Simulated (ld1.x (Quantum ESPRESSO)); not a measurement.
osmium (Os): TM pseudisation with BP86, scalar-relativistic reference atom.

Input for ld1.x (Quantum ESPRESSO) 7.5:

```
&input
   title='Os', zed=76., rel=1, dft='BP', iswitch=3,
   config='[Xe] 4f14 5d6 6s2 6p0',
   nld=4, rlderiv=2.35, eminld=-9.0, emaxld=5.0, deld=0.04
 /
 &inputp
   pseudotype=2, tm=.true., lloc=2,
   nlcc=.false.,
   file_pseudopw='Os.UPF', file_wfcaegen='ae.wfc', file_wfcncgen='nc.wfc', file_beta='beta', file_chi='chi'
 /
4
5S  1  0   2.00   0.00  1.35  1.35  0.0
5P  2  1   6.00   0.00  1.50  1.50  0.0
4F  4  3  14.00   0.00  0.50  0.50  0.0
5D  3  2   6.00   0.00  2.15  2.15  0.0
 &test
   configts(1)='4f14 5s2 5p6 5d6 6s2 6p0'
 /
```

Command:

```bash
ld1.x < Os.in > Os.out
```

Resulting log (shortened: banner, matrices, multipoles, cross overlaps and the repeated all-electron block are left out):

```
Program LD1 v.7.5
     --------------------------- All-electron run ----------------------------

     Os
     scalar relativistic calculation

     atomic number is 76.00
     dft =BP   lsd =0 sic =0 latt =0  beta=0.20 tr2=1.0E-14
     Exchange-correlation= BP
                           (   1   1   1   1   0   0   0)
     mesh =1275 r(mesh) =  98.91557 a.u. xmin = -7.00 dx = 0.01250
     1 Ry =  13.60569312 eV, c = 137.03599908

     n l     nl                  e(Ry)          e(Ha)          e(eV)
     1 0     1S 1( 2.00)     -5430.8268     -2715.4134    -73890.1634
     2 0     2S 1( 2.00)      -945.8075      -472.9038    -12868.3673
     2 1     2P 1( 6.00)      -823.4806      -411.7403    -11204.0242
     3 0     3S 1( 2.00)      -220.1166      -110.0583     -2994.8395
     3 1     3P 1( 6.00)      -184.2034       -92.1017     -2506.2148
     4 0     4S 1( 2.00)       -46.4576       -23.2288      -632.0872
     4 1     4P 1( 6.00)       -34.6804       -17.3402      -471.8513
     3 2     3D 1(10.00)      -144.1020       -72.0510     -1960.6074
     5 0     5S 1( 2.00)        -6.7416        -3.3708       -91.7243
     5 1     5P 1( 6.00)        -3.7470        -1.8735       -50.9799
     4 2     4D 1(10.00)       -20.0653       -10.0326      -273.0019
     4 3     4F 1(14.00)        -3.8321        -1.9161       -52.1385
     5 2     5D 1( 6.00)        -0.4695        -0.2348        -6.3882
     6 0     6S 1( 2.00)        -0.4640        -0.2320        -6.3127
     6 1     6P 1( 0.00)        -0.0988        -0.0494        -1.3439

     final scf error:  1.4E-15 reached in  31 iterations

     Etot =  -34511.880101 Ry,  -17255.940050 Ha, -469558.049749 eV

     Ekin =   38261.500675 Ry,   19130.750338 Ha,  520574.236610 eV
     Encl =  -85537.822823 Ry,  -42768.911412 Ha,-1163801.367741 eV
     Eh   =   13444.920159 Ry,    6722.460080 Ha,  182927.457750 eV
     Exc  =    -680.478112 Ry,    -340.239056 Ha,   -9258.376367 eV

     normalization and overlap integrals

     s(1S/1S) =  1.000000  <r> =   0.0177  <r2> =    0.0004  r(max) =   0.0110
     s(2S/2S) =  1.000000  <r> =   0.0749  <r2> =    0.0066  r(max) =   0.0636
     s(2P/2P) =  1.000000  <r> =   0.0673  <r2> =    0.0055  r(max) =   0.0520
     s(3S/3S) =  1.000000  <r> =   0.1939  <r2> =    0.0430  r(max) =   0.1794
     s(3P/3P) =  1.000000  <r> =   0.1945  <r2> =    0.0439  r(max) =   0.1772
     s(4S/4S) =  1.000000  <r> =   0.4318  <r2> =    0.2104  r(max) =   0.4042
     s(4P/4P) =  1.000000  <r> =   0.4594  <r2> =    0.2400  r(max) =   0.4250
     s(3D/3D) =  1.000000  <r> =   0.1762  <r2> =    0.0364  r(max) =   0.1450
     s(5S/5S) =  1.000000  <r> =   1.0055  <r2> =    1.1353  r(max) =   0.9110
     s(5P/5P) =  1.000000  <r> =   1.1693  <r2> =    1.5493  r(max) =   1.0323
     s(4D/4D) =  1.000000  <r> =   0.4890  <r2> =    0.2768  r(max) =   0.4357
     s(4F/4F) =  1.000000  <r> =   0.5565  <r2> =    0.3821  r(max) =   0.4042
     s(5D/5D) =  1.000000  <r> =   1.8181  <r2> =    4.0031  r(max) =   1.3590
     s(6S/6S) =  1.000000  <r> =   2.9677  <r2> =   10.0716  r(max) =   2.4763
     s(6P/6P) =  1.000000  <r> =   4.5739  <r2> =   24.8923  r(max) =   3.5140

     ------------------------ End of All-electron run ------------------------

     --------------------- Generating NC pseudopotential ---------------------

      Generating local pot.: lloc=2, matching radius rcloc =   2.1500

      Wfc   5S  rcut= 1.342  Using Troullier-Martins method

      Wfc   5P  rcut= 1.483  Using Troullier-Martins method

      Wfc   4F  rcut= 0.506  Using Troullier-Martins method

       Warning: n=4, l=3 expected 0 nodes, found 1
       Setting wfc to zero for this iteration
       (This warning will only be printed once per wavefunction)

     ------------------- End of pseudopotential generation -------------------

     Computing logarithmic derivative in   2.34090

       Warning: n=1, l=0 expected 0 nodes, found 1
       Setting wfc to zero for this iteration
       (This warning will only be printed once per wavefunction)

     Message from routine run_pseudo:
     Warning: convergence not achieved
     Computing logarithmic derivative in   2.34090
     Computing the partial wave expansion
     R is outside the sphere for l=    0 j= 0.00
     R is outside the sphere for l=    1 j= 0.00
       no projector for channel:   2
     R is outside the sphere for l=    3 j= 0.00

     ---------------------- Testing the pseudopotential ----------------------

     Os
     scalar relativistic calculation

     atomic number is 76.00   valence charge is 30.00
     dft =BP   lsd =0 sic =0 latt =0  beta=0.20 tr2=1.0E-14
     mesh =1275 r(mesh) =  98.91557 xmin = -7.00 dx = 0.01250

     n l     nl             e AE (Ry)        e PS (Ry)    De AE-PS (Ry)
     4 3     4F   1(14.00)       -3.83211       -3.82868       -0.00343
     1 0     5S   1( 2.00)       -6.74161       -6.74163        0.00002
     2 1     5P   1( 6.00)       -3.74695       -3.74697        0.00002
     3 2     5D   1( 6.00)       -0.46952       -0.46952        0.00000
     2 0     6S   1( 2.00)       -0.46397       -0.41768       -0.04629  !
     3 1     6P   1( 0.00)       -0.09878       -0.08608       -0.01269  !

     eps = 4.8E-10  iter =201

     Etot =  -34511.880101 Ry,  -17255.940050 Ha, -469558.049749 eV
     Etotps =  -888.130591 Ry,    -444.065296 Ha,  -12083.632275 eV

     Ekin =    1174.783208 Ry,     587.391604 Ha,   15983.739808 eV
     Encl =   -1811.989439 Ry,    -905.994719 Ha,  -24653.372246 eV
     Ehrt =     814.803186 Ry,     407.401593 Ha,   11085.962108 eV
     Ecxc =     -65.206526 Ry,     -32.603263 Ha,    -887.179987 eV
     Epseu=   -1000.521020 Ry,    -500.260510 Ha,  -13612.781959 eV

     ---------------------- End of pseudopotential test ----------------------
```

A Bessel basis up to 400 Ry misses an occupied level by 3.52 Ry, so cutoffs were not judged. Note: ghost states, extra bound levels that the all-electron valence spectrum of the same l lacks: s at -13713.9 eV, p at -552.7 eV (other channels not judged). The potential misses its own reference levels by up to 0.6 eV.

Generation and configuration tests took about 5.8 s on one core of a shared server CPU.

Transferability test of the new file with ld1.x, input:

```
&input
   title='Os', zed=76., rel=1, dft='BP', iswitch=2,
   config='[Xe] 4f14 5d6 6s2 6p0'
 /
 &test
   file_pseudo='Os.UPF', nconf=8,
   configts(1)='4f14 5s2 5p6 5d6 6s2 6p0',
   configts(2)='4f14 5s2 5p6 5d6 6s1 6p0',
   configts(3)='4f14 5s2 5p6 5d6 6s0 6p0',
   configts(4)='4f14 5s2 5p6 5d5 6s0 6p0',
   configts(5)='4f14 5s2 5p6 5d6 6s1 6p1',
   configts(6)='4f14 5s2 5p6 5d5 6s2 6p0',
   configts(7)='4f13 5s2 5p6 5d7 6s2 6p0',
   configts(8)='4f14 5s2 5p6 5d7 6s0 6p0'
 /
```

```bash
ld1.x < Os.test.in > Os.test.out
```

Pseudopotential blocks of its output, shortened (energy terms left out; the distinct warnings before each block abridged to one line each):

```
     Warning: convergence not achieved
     Warning: n=1, l=0 expected 0 nodes, found 1
     Warning: n=4, l=3 expected 0 nodes, found 1
     ---------------------- Testing the pseudopotential ----------------------

     n l     nl             e AE (Ry)        e PS (Ry)    De AE-PS (Ry)
     4 3     4F   1(14.00)       -3.83211       -3.82868       -0.00343
     1 0     5S   1( 2.00)       -6.74161       -6.74163        0.00002
     2 1     5P   1( 6.00)       -3.74695       -3.74697        0.00002
     3 2     5D   1( 6.00)       -0.46952       -0.46952        0.00000
     2 0     6S   1( 2.00)       -0.46397       -0.41768       -0.04629  !
     3 1     6P   1( 0.00)       -0.09878       -0.08608       -0.01269  !

     eps = 1.2E-10  iter =201

     Etot =  -34511.880102 Ry,  -17255.940051 Ha, -469558.049764 eV
     Etotps =  -888.130591 Ry,    -444.065296 Ha,  -12083.632276 eV

     ---------------------- End of pseudopotential test ----------------------

          Warning: convergence not achieved
     ---------------------- Testing the pseudopotential ----------------------

     n l     nl             e AE (Ry)        e PS (Ry)    De AE-PS (Ry)
     4 3     4F   1(14.00)       -4.42381       -4.39506       -0.02875  !
     1 0     5S   1( 2.00)       -7.33435       -7.30997       -0.02438  !
     2 1     5P   1( 6.00)       -4.34157       -4.31785       -0.02372  !
     3 2     5D   1( 6.00)       -1.05020       -1.03039       -0.01981  !
     2 0     6S   1( 1.00)       -0.98027       -0.91209       -0.06818  !
     3 1     6P   1( 0.00)       -0.52811       -0.49647       -0.03164  !

     eps = 1.9E-11  iter =201

     Etot =  -34511.162744 Ry,  -17255.581372 Ha, -469548.289612 eV
     Etotps =  -887.470042 Ry,    -443.735021 Ha,  -12074.645053 eV
     dEtot_ae =       0.717358 Ry
     dEtot_ps =       0.660549 Ry,   Delta E=       0.056809 Ry

     ---------------------- End of pseudopotential test ----------------------

          Warning: convergence not achieved
     ---------------------- Testing the pseudopotential ----------------------

     n l     nl             e AE (Ry)        e PS (Ry)    De AE-PS (Ry)
     4 3     4F   1(14.00)       -5.09158       -5.03195       -0.05963  !
     1 0     5S   1( 2.00)       -8.00177       -7.94852       -0.05325  !
     2 1     5P   1( 6.00)       -5.00962       -4.95836       -0.05126  !
     3 2     5D   1( 6.00)       -1.69475       -1.65261       -0.04213  !
     2 0     6S   1( 0.00)       -1.53782       -1.44372       -0.09410  !
     3 1     6P   1( 0.00)       -1.00630       -0.95104       -0.05526  !

     eps = 1.6E-11  iter =201

     Etot =  -34509.906389 Ry,  -17254.953195 Ha, -469531.196033 eV
     Etotps =  -886.293845 Ry,    -443.146922 Ha,  -12058.642068 eV
     dEtot_ae =       1.973713 Ry
     dEtot_ps =       1.836746 Ry,   Delta E=       0.136966 Ry

     ---------------------- End of pseudopotential test ----------------------

          Warning: convergence not achieved
     ---------------------- Testing the pseudopotential ----------------------

     n l     nl             e AE (Ry)        e PS (Ry)    De AE-PS (Ry)
     4 3     4F   1(14.00)       -6.09932       -6.03049       -0.06883  !
     1 0     5S   1( 2.00)       -8.99420       -8.93477       -0.05943  !
     2 1     5P   1( 6.00)       -5.98257       -5.92551       -0.05706  !
     3 2     5D   1( 5.00)       -2.58025       -2.53178       -0.04848  !
     2 0     6S   1( 0.00)       -2.24090       -2.12082       -0.12008  !
     3 1     6P   1( 0.00)       -1.61085       -1.53058       -0.08027  !

     eps = 2.3E-10  iter =201

     Etot =  -34507.776762 Ry,  -17253.888381 Ha, -469502.220975 eV
     Etotps =  -884.209318 Ry,    -442.104659 Ha,  -12030.280643 eV
     dEtot_ae =       4.103340 Ry
     dEtot_ps =       3.921273 Ry,   Delta E=       0.182068 Ry

     ---------------------- End of pseudopotential test ----------------------

          Warning: convergence not achieved
     ---------------------- Testing the pseudopotential ----------------------

     n l     nl             e AE (Ry)        e PS (Ry)    De AE-PS (Ry)
     4 3     4F   1(14.00)       -3.96329       -3.95517       -0.00812  !
     1 0     5S   1( 2.00)       -6.87350       -6.86905       -0.00445
     2 1     5P   1( 6.00)       -3.87940       -3.87543       -0.00398
     3 2     5D   1( 6.00)       -0.59110       -0.58939       -0.00171
     2 0     6S   1( 1.00)       -0.55344       -0.50432       -0.04913  !
     3 1     6P   1( 1.00)       -0.16672       -0.15220       -0.01453  !

     eps = 5.1E-11  iter =201

     Etot =  -34511.504820 Ry,  -17255.752410 Ha, -469552.943800 eV
     Etotps =  -887.789330 Ry,    -443.894665 Ha,  -12078.989188 eV
     dEtot_ae =       0.375281 Ry
     dEtot_ps =       0.341261 Ry,   Delta E=       0.034021 Ry

     ---------------------- End of pseudopotential test ----------------------

          Warning: convergence not achieved
     ---------------------- Testing the pseudopotential ----------------------

     n l     nl             e AE (Ry)        e PS (Ry)    De AE-PS (Ry)
     4 3     4F   1(14.00)       -4.65293       -4.64991       -0.00302
     1 0     5S   1( 2.00)       -7.55389       -7.55460        0.00071
     2 1     5P   1( 6.00)       -4.54613       -4.54608       -0.00005
     3 2     5D   1( 5.00)       -1.20038       -1.19810       -0.00228
     2 0     6S   1( 2.00)       -1.05553       -0.98964       -0.06589  !
     3 1     6P   1( 0.00)       -0.57459       -0.54437       -0.03022  !

     eps = 1.7E-10  iter =201

     Etot =  -34511.055833 Ry,  -17255.527916 Ha, -469546.835008 eV
     Etotps =  -887.307767 Ry,    -443.653883 Ha,  -12072.437182 eV
     dEtot_ae =       0.824269 Ry
     dEtot_ps =       0.822824 Ry,   Delta E=       0.001445 Ry

     ---------------------- End of pseudopotential test ----------------------

          Warning: convergence not achieved
     ---------------------- Testing the pseudopotential ----------------------

     n l     nl             e AE (Ry)        e PS (Ry)    De AE-PS (Ry)
     4 3     4F   1(13.00)       -4.56986       -4.82828        0.25841  !
     1 0     5S   1( 2.00)       -7.03462       -7.10525        0.07063  !
     2 1     5P   1( 6.00)       -3.95863       -3.98989        0.03126  !
     3 2     5D   1( 7.00)       -0.54468       -0.54814        0.00346
     2 0     6S   1( 2.00)       -0.46834       -0.41782       -0.05052  !
     3 1     6P   1( 0.00)       -0.09501       -0.08141       -0.01361  !

     eps = 7.1E-11  iter =201

     Etot =  -34508.184248 Ry,  -17254.092124 Ha, -469507.765107 eV
     Etotps =  -884.316567 Ry,    -442.158283 Ha,  -12031.739830 eV
     dEtot_ae =       3.695854 Ry
     dEtot_ps =       3.814024 Ry,   Delta E=      -0.118170 Ry

     ---------------------- End of pseudopotential test ----------------------

          Warning: convergence not achieved
     ---------------------- Testing the pseudopotential ----------------------

     n l     nl             e AE (Ry)        e PS (Ry)    De AE-PS (Ry)
     4 3     4F   1(14.00)       -4.21372       -4.16538       -0.04834  !
     1 0     5S   1( 2.00)       -7.13090       -7.08699       -0.04392  !
     2 1     5P   1( 6.00)       -4.15100       -4.10853       -0.04248  !
     3 2     5D   1( 7.00)       -0.91076       -0.87704       -0.03372  !
     2 0     6S   1( 0.00)       -0.90601       -0.83506       -0.07095  !
     3 1     6P   1( 0.00)       -0.47954       -0.44516       -0.03438  !

     eps = 4.2E-10  iter =201

     Etot =  -34511.199501 Ry,  -17255.599751 Ha, -469548.789718 eV
     Etotps =  -887.548960 Ry,    -443.774480 Ha,  -12075.718776 eV
     dEtot_ae =       0.680601 Ry
     dEtot_ps =       0.581632 Ry,   Delta E=       0.098969 Ry

     ---------------------- End of pseudopotential test ----------------------
```
